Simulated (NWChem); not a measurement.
System: CH$_{3}$Mg, doublet; SMILES [CH3][Mg]

Input file for NWChem:

```
start job
memory heap 200 mb stack 700 mb global 900 mb
geometry units angstroms noautoz
  Mg     0.000000     0.000000    -0.951130
  C      0.000000     0.000000     1.179511
  H      0.729372     0.729372     1.571358
  H      0.266969    -0.996341     1.571358
  H     -0.996341     0.266969     1.571358
end
basis spherical
  * library def2-tzvp
end
dft
  odft
  mult 2
  xc m05-2x
  iterations 150
  mulliken
end
task dft energy
```

Output (shortened):

```
             Northwest Computational Chemistry Package (NWChem) 7.3.0
             --------------------------------------------------------

 C3V symmetry detected

                             Geometry "geometry" -> ""
                             -------------------------

 Output coordinates in angstroms (scale by  1.889725989 to convert to a.u.)

  No.       Tag          Charge          X              Y              Z
 ---- ---------------- ---------- -------------- -------------- --------------
    1 Mg                  12.0000     0.00000000     0.00000000    -0.96911000
    2 C                    6.0000    -0.00000000    -0.00000000     1.16153100
    3 H                    1.0000     0.72937218     0.72937218     1.55337800
    4 H                    1.0000     0.26696875    -0.99634093     1.55337800
    5 H                    1.0000    -0.99634093     0.26696875     1.55337800

 Effective nuclear repulsion energy (a.u.)      34.3937518569

      Symmetry information
      --------------------

 Group name             C3v
 Group number             17
 Group order               6
 No. of unique centers     3

                                 NWChem DFT Module
                                 -----------------

 Summary of "ao basis" -> "ao basis" (spherical)
 ------------------------------------------------------------------------------
       Tag                 Description            Shells   Functions and Types
 ---------------- ------------------------------  ------  ---------------------
 Mg                        def2-tzvp                12       32   5s4p3d
 C                         def2-tzvp                11       31   5s3p2d1f
 H                         def2-tzvp                 4        6   3s1p

      Symmetry analysis of basis
      --------------------------

        a1         29
        a2          2
        e          50

  Rotation of axis

            General Information
            -------------------
          SCF calculation type: DFT
          Wavefunction type:  spin polarized.
          No. of atoms     :     5
          No. of electrons :    21
           Alpha electrons :    11
            Beta electrons :    10
          Charge           :     0
          Spin multiplicity:     2
          Use of symmetry is: on ; symmetry adaption is: on
          Maximum number of iterations: 150
          AO basis - number of functions:    81
                     number of shells:    35
          Convergence on energy requested:  1.00D-06
          Convergence on density requested:  1.00D-05
          Convergence on gradient requested:  5.00D-04

              XC Information
              --------------
                       M05-2X Method XC Functional
                     Hartree-Fock (Exact) Exchange  0.560
                M05-2X metaGGA Exchange Functional  0.440
                      M05-2X Correlation Potential  1.000

             Grid Information
             ----------------
          Grid used for XC integration:  medium
          Radial quadrature: Mura-Knowles
          Angular quadrature: Lebedev.
          Tag              B.-S. Rad. Rad. Pts. Rad. Cut. Ang. Pts.
          ---              ---------- --------- --------- ---------
          Mg                  1.50       88          10.0       590
          C                   0.70       49          10.0       434
          H                   0.35       45          11.0       434
          Grid pruning is: on
          Number of quadrature shells:   182
          Spatial weights used:  Erf1

      Superposition of Atomic Density Guess
      -------------------------------------

 Sum of atomic energies:        -238.77738698

      Non-variational initial energy
      ------------------------------

 Total energy =    -239.347136
 1-e energy   =    -399.231813
 2-e energy   =     125.490926
 HOMO         =      -0.135245
 LUMO         =       0.059320

   Symmetry analysis of molecular orbitals - initial alpha
   -------------------------------------------------------

  Numbering of irreducible representations:

     1 a1          2 a2          3 e

  Orbital symmetries:

     1 a1          2 a1          3 a1          4 a1          5 e
     6 e           7 a1          8 e           9 e          10 a1
    11 a1         12 e          13 e          14 a1         15 a1
    16 e          17 e          18 a1         19 e          20 e
    21 e

   Symmetry analysis of molecular orbitals - initial beta
   ------------------------------------------------------

  Numbering of irreducible representations:

     1 a1          2 a2          3 e

  Orbital symmetries:

     1 a1          2 a1          3 a1          4 a1          5 e
     6 e           7 a1          8 e           9 e          10 a1
    11 a1         12 e          13 e          14 a1         15 a1
    16 e          17 e          18 a1         19 e          20 e
    21 e

     ---------------------------------------------
      Total Density - Mulliken Population Analysis
     ---------------------------------------------

    Atom       Charge   Shell Charges
 -----------   ------   -------------------------------------------------------
    1 Mg  12    11.54   2.00  0.72  1.27  0.82  0.60  5.11  0.88  0.08  0.04  0.00  0.02  0.00
    2 C    6     6.98   0.86  1.12  0.57  0.74  0.10  1.29  1.61  0.68  0.01  0.01  0.00
    3 H    1     0.83   0.24  0.43  0.13  0.02
    4 H    1     0.83   0.24  0.43  0.13  0.02
    5 H    1     0.83   0.24  0.43  0.13  0.02

     --------------------------------------------
      Spin Density - Mulliken Population Analysis
     --------------------------------------------

    Atom       Charge   Shell Charges
 -----------   ------   -------------------------------------------------------
    1 Mg  12     0.75   0.00  0.00 -0.01  0.26  0.42  0.00 -0.00  0.04  0.03  0.00  0.01 -0.00
    2 C    6     0.21   0.00 -0.00  0.03  0.03 -0.04  0.08  0.09  0.02  0.00  0.00 -0.00
    3 H    1     0.02   0.00  0.00  0.01  0.00
    4 H    1     0.02   0.00  0.00  0.01  0.00
    5 H    1     0.02   0.00  0.00  0.01  0.00

   convergence    iter        energy       DeltaE   RMS-Dens  Diis-err
 ---------------- ----- ----------------- --------- --------- ---------
 d= 0,ls=0.0,diis     1   -239.9207061770 -2.74D+02  5.08D-03  5.47D-02
                                                     2.40D-03  5.40D-02
 d= 0,ls=0.0,diis     2   -239.9359450944 -1.52D-02  1.49D-03  2.23D-02
                                                     1.50D-03  2.06D-02
 d= 0,ls=0.0,diis     3   -239.9466737411 -1.07D-02  7.82D-04  4.83D-03
                                                     4.77D-04  4.55D-03
 d= 0,ls=0.0,diis     4   -239.9493387759 -2.67D-03  3.35D-04  5.76D-05
                                                     1.93D-04  3.35D-05
 d= 0,ls=0.0,diis     5   -239.9494449063 -1.06D-04  1.66D-04  1.16D-05
                                                     9.18D-05  4.63D-06
  Resetting Diis
 d= 0,ls=0.0,diis     6   -239.9494722833 -2.74D-05  6.23D-05  1.37D-06
                                                     4.62D-05  9.80D-07
 d= 0,ls=0.0,diis     7   -239.9494773857 -5.10D-06  1.23D-05  2.75D-07
                                                     1.02D-05  1.01D-07
 d= 0,ls=0.0,diis     8   -239.9494776988 -3.13D-07  2.75D-06  3.42D-08
                                                     5.07D-06  1.17D-07

         Total DFT energy =     -239.949477698779
      One electron energy =     -400.762427935844
           Coulomb energy =      149.395305520566
    Exchange-Corr. energy =      -22.976107140446
 Nuclear repulsion energy =       34.393751856945

 Numeric. integr. density =       20.999997406864

                  Occupations of the irreducible representations
                  ----------------------------------------------

                     irrep           alpha         beta
                     --------     --------     --------
                     a1                7.0          6.0
                     a2                0.0          0.0
                     e                 4.0          4.0

                    DFT Final Alpha Molecular Orbital Analysis
                    ------------------------------------------

 Vector    9  Occ=1.000000D+00  E=-4.418719D-01  Symmetry=e
              MO Center=  2.0D-01,  1.3D-01,  1.3D+00, r^2= 1.3D+00
   Bfn.  Coefficient  Atom+Function         Bfn.  Coefficient  Atom+Function
  ----- ------------  ---------------      ----- ------------  ---------------
    39      0.244703  2 C  py                65      0.236494  3 H  s
    38      0.202032  2 C  px                42      0.187713  2 C  py
    64      0.166373  3 H  s                 41      0.154980  2 C  px
    71     -0.137810  4 H  s                 45      0.107780  2 C  py
    66      0.107822  3 H  s                 77     -0.098684  5 H  s

 Vector   10  Occ=1.000000D+00  E=-3.316538D-01  Symmetry=a1
              MO Center=  4.3D-16, -3.8D-17,  5.5D-01, r^2= 2.0D+00
   Bfn.  Coefficient  Atom+Function         Bfn.  Coefficient  Atom+Function
  ----- ------------  ---------------      ----- ------------  ---------------
     4      0.407067  1 Mg s                 40     -0.321611  2 C  pz
    43     -0.292542  2 C  pz                46     -0.206645  2 C  pz
     3     -0.197484  1 Mg s                 36      0.096586  2 C  s
    37      0.068152  2 C  s                 14      0.067215  1 Mg pz
     8     -0.066234  1 Mg pz                 2      0.061055  1 Mg s

 Vector   11  Occ=1.000000D+00  E=-1.981501D-01  Symmetry=a1
              MO Center= -1.4D-15,  2.6D-15, -1.4D+00, r^2= 3.8D+00
   Bfn.  Coefficient  Atom+Function         Bfn.  Coefficient  Atom+Function
  ----- ------------  ---------------      ----- ------------  ---------------
     4      0.609822  1 Mg s                  5      0.394299  1 Mg s
    17     -0.236531  1 Mg pz                 3     -0.222281  1 Mg s
    14     -0.222640  1 Mg pz                37     -0.200385  2 C  s
    40      0.168446  2 C  pz                46      0.161104  2 C  pz
    43      0.149014  2 C  pz                 8      0.116278  1 Mg pz

 Vector   12  Occ=0.000000D+00  E= 5.716960D-03  Symmetry=e
              MO Center=  9.9D-03, -1.8D-02, -1.2D+00, r^2= 5.4D+00
   Bfn.  Coefficient  Atom+Function         Bfn.  Coefficient  Atom+Function
  ----- ------------  ---------------      ----- ------------  ---------------
    15      0.854655  1 Mg px                12      0.253491  1 Mg px
     6     -0.137744  1 Mg px                16      0.120696  1 Mg py
    78      0.090476  5 H  s                 66     -0.078559  3 H  s
    31      0.072145  1 Mg d  1              77      0.044659  5 H  s
     9     -0.042389  1 Mg px                38     -0.041418  2 C  px

 Vector   13  Occ=0.000000D+00  E= 5.716960D-03  Symmetry=e
              MO Center= -9.9D-03,  1.8D-02, -1.2D+00, r^2= 5.4D+00
   Bfn.  Coefficient  Atom+Function         Bfn.  Coefficient  Atom+Function
  ----- ------------  ---------------      ----- ------------  ---------------
    16      0.854655  1 Mg py                13      0.253491  1 Mg py
     7     -0.137744  1 Mg py                15     -0.120696  1 Mg px
    72      0.097592  4 H  s                 29     -0.072145  1 Mg d -1
    66     -0.059116  3 H  s                 71      0.048172  4 H  s
    10     -0.042389  1 Mg py                39     -0.041418  2 C  py

 Vector   14  Occ=0.000000D+00  E= 5.723239D-02  Symmetry=a1
              MO Center=  1.5D-15, -4.5D-16, -6.0D-02, r^2= 8.3D+00
   Bfn.  Coefficient  Atom+Function         Bfn.  Coefficient  Atom+Function
  ----- ------------  ---------------      ----- ------------  ---------------
    37      2.388306  2 C  s                 17     -1.449623  1 Mg pz
     5     -1.240474  1 Mg s                 66     -0.383284  3 H  s
    72     -0.383284  4 H  s                 78     -0.383284  5 H  s
    46     -0.354124  2 C  pz                35      0.210968  2 C  s
    14     -0.172373  1 Mg pz                36     -0.172395  2 C  s

                     DFT Final Beta Molecular Orbital Analysis
                     -----------------------------------------

 Vector    8  Occ=1.000000D+00  E=-4.385274D-01  Symmetry=e
              MO Center= -2.3D-01,  6.2D-02,  1.3D+00, r^2= 1.3D+00
   Bfn.  Coefficient  Atom+Function         Bfn.  Coefficient  Atom+Function
  ----- ------------  ---------------      ----- ------------  ---------------
    38      0.302554  2 C  px                77     -0.240514  5 H  s
    41      0.231361  2 C  px                76     -0.168075  5 H  s
    44      0.134344  2 C  px                65      0.120061  3 H  s
    71      0.120454  4 H  s                 78     -0.112344  5 H  s
    64      0.083900  3 H  s                 70      0.084175  4 H  s

 Vector    9  Occ=1.000000D+00  E=-4.385274D-01  Symmetry=e
              MO Center=  2.3D-01, -6.2D-02,  1.3D+00, r^2= 1.3D+00
   Bfn.  Coefficient  Atom+Function         Bfn.  Coefficient  Atom+Function
  ----- ------------  ---------------      ----- ------------  ---------------
    39      0.302554  2 C  py                42      0.231361  2 C  py
    65      0.208405  3 H  s                 71     -0.208178  4 H  s
    64      0.145636  3 H  s                 70     -0.145478  4 H  s
    45      0.134344  2 C  py                66      0.097345  3 H  s
    72     -0.097239  4 H  s                 38      0.081375  2 C  px

 Vector   10  Occ=1.000000D+00  E=-2.931191D-01  Symmetry=a1
              MO Center= -9.8D-16,  4.0D-16,  3.6D-01, r^2= 2.4D+00
   Bfn.  Coefficient  Atom+Function         Bfn.  Coefficient  Atom+Function
  ----- ------------  ---------------      ----- ------------  ---------------
     4      0.426874  1 Mg s                 40     -0.283720  2 C  pz
    43     -0.245387  2 C  pz                46     -0.231793  2 C  pz
     3     -0.218132  1 Mg s                 37      0.132757  2 C  s
     5      0.111387  1 Mg s                 14      0.089212  1 Mg pz
     2      0.067034  1 Mg s                  8     -0.066798  1 Mg pz

 Vector   11  Occ=0.000000D+00  E=-8.272964D-02  Symmetry=a1
              MO Center= -9.6D-17,  1.4D-17, -1.6D+00, r^2= 4.9D+00
   Bfn.  Coefficient  Atom+Function         Bfn.  Coefficient  Atom+Function
  ----- ------------  ---------------      ----- ------------  ---------------
     5      0.568589  1 Mg s                 17     -0.484088  1 Mg pz
     4      0.256728  1 Mg s                 37     -0.175089  2 C  s
    40      0.162263  2 C  pz                43      0.153335  2 C  pz
    46      0.148325  2 C  pz                 3     -0.141809  1 Mg s
     8      0.107874  1 Mg pz                14     -0.101904  1 Mg pz

 Vector   12  Occ=0.000000D+00  E=-1.575441D-03  Symmetry=e
              MO Center=  1.3D-02,  3.8D-03, -1.4D+00, r^2= 5.8D+00
   Bfn.  Coefficient  Atom+Function         Bfn.  Coefficient  Atom+Function
  ----- ------------  ---------------      ----- ------------  ---------------
    15      0.778035  1 Mg px                16     -0.458813  1 Mg py
    31      0.168720  1 Mg d  1              12      0.113386  1 Mg px
    78      0.112873  5 H  s                  6     -0.107201  1 Mg px
    29      0.099495  1 Mg d -1              72     -0.083597  4 H  s
    13     -0.066864  1 Mg py                 7      0.063217  1 Mg py

[...]
```

Level: M05-2X/def2-TZVP, spin-unrestricted. In the optimisation the excess spin sits in a1 (C3v, its own frame). The geometry was optimised at PBE0/def2-SVP, spin-unrestricted. The spin multiplicity was typed, not searched, and may not be the lowest. No stability test was run on the SCF state.
